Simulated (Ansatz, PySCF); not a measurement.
The pair A = HCl (SMILES Cl) (first 2 atoms), B = CH3F (SMILES CF); geometry from B3LYP-D3(BJ)/def2-TZVP.
(charge 0, multiplicity 1):
```xyz
7

Cl     0.165     0.052    -0.136
H      0.215     0.509     1.070
C     -0.489    -0.550     3.527
F      0.051     0.630     2.995
H      0.228    -0.959     4.238
H     -1.426    -0.301     4.023
H     -0.660    -1.248     2.709
```

Frozen-core correlation. Rows in 6-31G* carry no dispersion term and start afresh at each structure (6-31G* with six Cartesian d functions). MP2/6-31G* freezes PySCF's default core.

The values were computed with Ansatz (Gaussian orbitals); PySCF for 6-31G* rows. Values without a source in brackets are computed.

Total energies (hartree), monomers frozen at their geometry in the pair:

| structure | MP2/6-31G* | MP2/aug-cc-pV(D+d)Z | CCSD(T)/aug-cc-pV(T+d)Z |
|---|---|---|---|
| AB | -599.5369480 | -599.6811687 | -599.9234333 |
| A in the pair's basis | -460.1929750 | -460.2578851 | -460.3459926 |
| B in the pair's basis | -139.3392272 | -139.4176345 | -139.5716741 |
| A | -460.1922861 | -460.2572005 | -460.3455874 |
| B | -139.3356977 | -139.4169757 | -139.5711872 |

Task: Work out the interaction energy without and with the counterpoise correction, and the superposition error, for each level.

Result: 
E(AB) − E(A) − E(B), times 627.509 kcal/mol, with the monomers in their own basis and then in the pair's basis:
- MP2/6-31G*: -5.63 uncorrected, -2.98 corrected; the monomers gain 2.65 kcal/mol from borrowed functions
- MP2/aug-cc-pV(D+d)Z: -4.39 uncorrected, -3.54 corrected; the monomers gain 0.84 kcal/mol from borrowed functions
- CCSD(T)/aug-cc-pV(T+d)Z: -4.18 uncorrected, -3.62 corrected; the monomers gain 0.56 kcal/mol from borrowed functions

Ansatz is a program for electronic structure.
